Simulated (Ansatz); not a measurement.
`F[SiH2][O][GeH3]` + NH₃ → `[NH2][GeH3]` + `O[SiH2]F` at 700 K and 1 bar (ligand exchange at a Ge–O bond).

Computed with Ansatz on PBE0-D4/def2-TZVP structures; ΔE is electronic, products minus reactants. CCSD(T)/CBS adds triple-zeta CCSD(T) − MP2 to the extrapolated MP2 energy (def2 sets, frozen cores). This one scheme is used for every species. For Ge outer-core shells are correlated without core-valence functions, which leaves a few kJ/mol of doubt a bond. Scalar relativity is left out up to krypton. Each species was taken in one conformer, which may not be the lowest.

```json
{"species": "`F[SiH2][O][GeH3]`", "CCSD(T)/CBS energy (Eh)": "-2543.28863", "H − E (kJ/mol)": "200.0", "S (J/(mol·K))": "466.9"}
{"species": "NH₃", "CCSD(T)/CBS energy (Eh)": "-56.50880", "H − E (kJ/mol)": "116.9", "S (J/(mol·K))": "226.5"}
{"species": "`[NH2][GeH3]`", "CCSD(T)/CBS energy (Eh)": "-2133.81884", "H − E (kJ/mol)": "177.8", "S (J/(mol·K))": "349.1"}
{"species": "`O[SiH2]F`", "CCSD(T)/CBS energy (Eh)": "-465.96250", "H − E (kJ/mol)": "137.3", "S (J/(mol·K))": "346.2"}
```

H − E and S are ideal-gas, rigid-rotor, harmonic terms from PBE0-D4/def2-TZVP, for one conformer and one mirror image of each species. 1 Eh = 2625.50 kJ/mol, R = 8.31446 J/(mol·K).

**Question.** By hand: ΔE, ΔH, ΔS and ΔG.

**Answer.** ΔE = (-2133.81884) + (-465.96250) − (-2543.28863) − (-56.50880) = 0.01609 Eh = 42.2 kJ/mol. Δ(H − E) = 177.8 + 137.3 − 200.0 − 116.9 = -1.8, so ΔH = 40.4 kJ/mol. ΔS = 349.1 + 346.2 − 466.9 − 226.5 = 1.9 J/(mol·K). ΔG = 40.4 − 700 × (1.9)/1000 = 39.1 kJ/mol.

**Question.** By hand: the equilibrium constant, and the temperature at which ΔG would vanish if ΔH and ΔS stayed fixed.

**Answer.** log₁₀ K = −ΔG/(RT ln 10) = -2.9. ΔG = 0 at ΔH/ΔS = 21263 K, far beyond where these terms or the molecules hold.

The number of gas molecules stays the same, so ΔS is small and ΔH decides. A doubt of 5 kJ/mol in ΔE shifts log₁₀ K by 0.4 here. Other conformers and mirror images would add mixing entropy, several J/(mol·K) or more a flexible species. Modes under 60 cm⁻¹, often nearly free rotors, make the harmonic entropy too high. These are equilibria of isolated gas molecules and say nothing of rates. Largest T1 diagnostic: 0.012 (customary marks: 0.02 for closed shells, 0.045 for open ones).
